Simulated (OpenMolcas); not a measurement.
What dynamic correlation does to the levels of In

```json
{
 "Program": "OpenMolcas 26.06",
 "Basis": "ANO-RCC-VDZP [6s5p3d1f]",
 "Scalar Hamiltonian": "DKH2, point nucleus",
 "Active space": "3 electrons in 4 orbitals (5s 5p)",
 "State averaging": "2S+1 = 4 odd, 1 root (0 in the spin-orbit step); 2S+1 = 2 odd, 3 roots kept (CI in the orbitals of an earlier block); 2S+1 = 4 even, 3 roots; 2S+1 = 2 even, 5 roots kept (CI in the orbitals of an earlier block)",
 "Spin-orbit coupling": "state interaction with AMFI integrals over the reference wave functions, term energies averaged over their components"
}
```

Methods on the same reference wave functions:
A. CASSCF
B. SS-CASPT2, IPEA 0.25 Eh, imaginary shift 0.1 Eh (closed shells correlated: 4d)

Energies in cm-1 above 5s2 5p 2P* 1/2, the measured ground level; measured values from NIST Handbook of Basic Atomic Spectroscopic Data.

```csv
Level,A,B,Measured
5s2 5p 2P* 1/2,0.0,0.0,0.0
5s2 5p 2P* 3/2,2129,2130,2213
5s 5p2 4P 1/2,26018,33000,34978
5s 5p2 4P 3/2,26775,33750,36021
5s 5p2 4P 5/2,28001,34960,37452
```

Deviations, from unrounded energies. A percentage is the sum of absolute deviations over the sum of measured energies, with the sign that they share, or ± where signs differ.

| Against measurement | Levels | A | B |
| --- | --- | --- | --- |
| mean absolute deviation (cm-1) | 4 | 6900 | 1700 |
| fine structure of the ground term (%) | 1 | -3.8 | -3.8 |
| other configurations (%) | 3 | -25.5 | -6.2 |

B lies closest to measurement on these levels. The largest miss of B in the table is 5s 5p2 4P 5/2, by -2500 cm-1. The ranking rests on the paired levels alone, and a cruder setting can come out closer through cancelling errors.

The lowest spin-free term lies below A's lowest term by 0.362 hartree in B.

Some high roots are left out of the spin-orbit mixing, which shifts the levels that they would mix with. Terms from blocks run as CI alone lack orbitals of their own. Terms of s pⁿ other than that of highest spin mix with s² pⁿ⁻² d, which this space lacks; all of them can be thousands of cm-1 off, and some have no real level of that name. Without dynamic correlation excited terms often stand tens of per cent too high (terms of higher spin than the ground term too low), and those without a measured partner can miss by more than the paired ones (holds for A). Measured partners are found by configuration, term and J. A level has none where our copy of the source lacks it or the pairing is in doubt (some pairs that miss far off the trend of their configuration count as doubtful), and it then counts in no deviation. Levels of configurations outside the active space are missing. The table leaves out levels that lie high or whose names do not pair safely across all columns.

* marks odd parity.
